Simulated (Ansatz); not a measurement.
Relaxation of Ga₁₂N₁₂ (started as a model of: (GaN)12 cage of four- and six-membered rings) with RKS PBE-D4/def2-SVP.

```sh
$ ansatz run in.yaml --threads 4 --pin off --events-out ev --progress --plain --max-ram 66560MiB --backend cuda --devices 0, --max-vram 37GiB
```

```yaml
crystal:
  periodic: [false, false, false]
  atoms:
    - {symbol: Ga, position_ang: [-2.775570, 0.730970, -0.176190]}
    - {symbol: Ga, position_ang: [-1.705030, 0.627910, 2.227550]}
    - {symbol: Ga, position_ang: [-0.494970, 2.809940, 0.336660]}
    - {symbol: Ga, position_ang: [-0.688760, 1.366340, -2.430270]}
    - {symbol: Ga, position_ang: [-1.375100, -1.168400, -2.236260]}
    - {symbol: Ga, position_ang: [-1.813770, -2.104700, 0.716410]}
    - {symbol: Ga, position_ang: [0.493410, -2.811050, -0.342270]}
    - {symbol: Ga, position_ang: [0.697020, -1.368480, 2.430750]}
    - {symbol: Ga, position_ang: [1.374140, 1.167540, 2.240270]}
    - {symbol: Ga, position_ang: [1.817510, 2.111650, -0.709380]}
    - {symbol: Ga, position_ang: [1.704910, -0.625910, -2.230490]}
    - {symbol: Ga, position_ang: [2.770990, -0.733690, 0.174940]}
    - {symbol: N, position_ang: [-2.815290, -0.622760, 1.225680]}
    - {symbol: N, position_ang: [-2.077340, 2.105510, 1.013320]}
    - {symbol: N, position_ang: [0.151360, 2.739220, -1.499480]}
    - {symbol: N, position_ang: [-2.364900, 0.486910, -1.973190]}
    - {symbol: N, position_ang: [0.112160, -0.270400, -3.121800]}
    - {symbol: N, position_ang: [-1.297050, -2.627910, -1.087520]}
    - {symbol: N, position_ang: [-0.145290, -2.736910, 1.496010]}
    - {symbol: N, position_ang: [-0.112660, 0.265650, 3.117780]}
    - {symbol: N, position_ang: [1.290750, 2.627660, 1.092460]}
    - {symbol: N, position_ang: [2.369910, -0.485470, 1.974550]}
    - {symbol: N, position_ang: [2.076050, -2.107070, -1.018830]}
    - {symbol: N, position_ang: [2.807540, 0.623440, -1.220720]}
basis:
  gaussian: {orbitals: def2-SVP, fitting: {mean_field: def2-universal-jkfit}}
hamiltonian: {xc: pbe, dispersion: d4}
scf: {lower_state_search: "off"}
output: {orbitals: {seedname: orbitals}}
relax: {f_tol: 0.03, max_steps: 70}
```

Hardware: 4 threads of AMD EPYC 7R13 on a shared host and a share (37 GiB) of an NVIDIA H100 80GB HBM3. Wall time 1.7 min, peak host memory 6 GiB.

Positions (Å) and forces (eV/Å) at steps 1, 2, 3 of 3:

```xyz
24
step=1 energy=-646222.2898 eV
Ga   -2.776    0.731   -0.176    0.352   -0.087    0.100
Ga   -1.705    0.628    2.228    0.139   -0.065   -0.331
Ga   -0.495    2.810    0.337    0.130   -0.334   -0.063
Ga   -0.689    1.366   -2.430    0.040   -0.239    0.267
Ga   -1.375   -1.168   -2.236    0.180    0.224    0.226
Ga   -1.814   -2.105    0.716    0.275    0.185   -0.121
Ga    0.493   -2.811   -0.342   -0.146    0.338    0.074
Ga    0.697   -1.368    2.431   -0.067    0.233   -0.274
Ga    1.374    1.168    2.240   -0.172   -0.216   -0.251
Ga    1.818    2.112   -0.709   -0.284   -0.215    0.099
Ga    1.705   -0.626   -2.230   -0.139    0.052    0.345
Ga    2.771   -0.734    0.175   -0.341    0.091   -0.081
N    -2.815   -0.623    1.226    0.081    0.322   -0.022
N    -2.077    2.106    1.013   -0.096   -0.300    0.036
N     0.151    2.739   -1.499    0.123    0.017    0.297
N    -2.365    0.487   -1.973    0.257   -0.087   -0.148
N     0.112   -0.270   -3.122   -0.298    0.100    0.126
N    -1.297   -2.628   -1.088    0.128   -0.034    0.286
N    -0.145   -2.737    1.496   -0.135   -0.014   -0.278
N    -0.113    0.266    3.118    0.288   -0.084   -0.115
N     1.291    2.628    1.092   -0.106    0.042   -0.298
N     2.370   -0.485    1.975   -0.255    0.083    0.142
N     2.076   -2.107   -1.019    0.106    0.311   -0.025
N     2.808    0.623   -1.221   -0.058   -0.322    0.007
24
step=2 energy=-646222.3910 eV
Ga   -2.742    0.722   -0.188    0.029   -0.005    0.082
Ga   -1.676    0.618    2.210   -0.050    0.002   -0.073
Ga   -0.500    2.776    0.339    0.078   -0.015   -0.027
Ga   -0.679    1.364   -2.398   -0.030   -0.084   -0.004
Ga   -1.361   -1.166   -2.206    0.026    0.088   -0.021
Ga   -1.803   -2.076    0.711    0.063   -0.035   -0.033
Ga    0.499   -2.777   -0.343   -0.075    0.016    0.033
Ga    0.683   -1.364    2.398    0.015    0.084    0.004
Ga    1.360    1.166    2.206   -0.017   -0.086    0.012
Ga    1.805    2.078   -0.708   -0.076    0.027    0.022
Ga    1.675   -0.618   -2.210    0.049   -0.015    0.079
Ga    2.741   -0.724    0.188   -0.028    0.005   -0.071
N    -2.812   -0.606    1.224    0.072    0.036   -0.032
N    -2.085    2.089    1.016    0.039   -0.053   -0.017
N     0.157    2.743   -1.483   -0.001   -0.052    0.042
N    -2.354    0.483   -1.985    0.044   -0.012    0.031
N     0.095   -0.263   -3.115   -0.015    0.010    0.081
N    -1.291   -2.633   -1.073    0.035    0.048    0.033
N    -0.154   -2.742    1.481   -0.002    0.049   -0.036
N    -0.095    0.261    3.112    0.010   -0.008   -0.073
N     1.287    2.633    1.074   -0.023   -0.047   -0.028
N     2.357   -0.481    1.987   -0.044    0.012   -0.039
N     2.085   -2.091   -1.018   -0.042    0.057    0.017
N     2.807    0.604   -1.220   -0.056   -0.022    0.018
24
step=3 energy=-646222.3960 eV
Ga   -2.740    0.722   -0.185    0.001   -0.001   -0.005
Ga   -1.678    0.619    2.205    0.004   -0.001    0.002
Ga   -0.495    2.775    0.340   -0.004   -0.002    0.002
Ga   -0.683    1.360   -2.397    0.002    0.004    0.003
Ga   -1.361   -1.161   -2.206    0.000   -0.004    0.003
Ga   -1.800   -2.079    0.709   -0.003    0.004    0.001
Ga    0.495   -2.775   -0.340    0.005    0.002   -0.002
Ga    0.683   -1.360    2.397   -0.002   -0.004   -0.003
Ga    1.360    1.161    2.206    0.000    0.004   -0.003
Ga    1.800    2.079   -0.709    0.003   -0.004   -0.002
Ga    1.678   -0.619   -2.205   -0.005    0.001   -0.003
Ga    2.740   -0.722    0.185   -0.001    0.001    0.005
N    -2.803   -0.606    1.218   -0.002   -0.005    0.000
N    -2.079    2.087    1.014    0.000    0.005    0.000
N     0.154    2.737   -1.481   -0.002    0.001   -0.005
N    -2.354    0.482   -1.982   -0.006    0.001    0.001
N     0.097   -0.262   -3.103    0.004   -0.001   -0.002
N    -1.288   -2.626   -1.073   -0.002   -0.001   -0.004
N    -0.154   -2.737    1.481    0.002   -0.001    0.005
N    -0.097    0.262    3.103   -0.004    0.001    0.003
N     1.287    2.626    1.073    0.002    0.001    0.005
N     2.354   -0.482    1.982    0.005   -0.001   -0.001
N     2.079   -2.087   -1.014   -0.001   -0.005    0.000
N     2.802    0.606   -1.218    0.002    0.005   -0.001
```

Single mean-field runs in def2-SVP are fitted with def2-universal-jkfit.
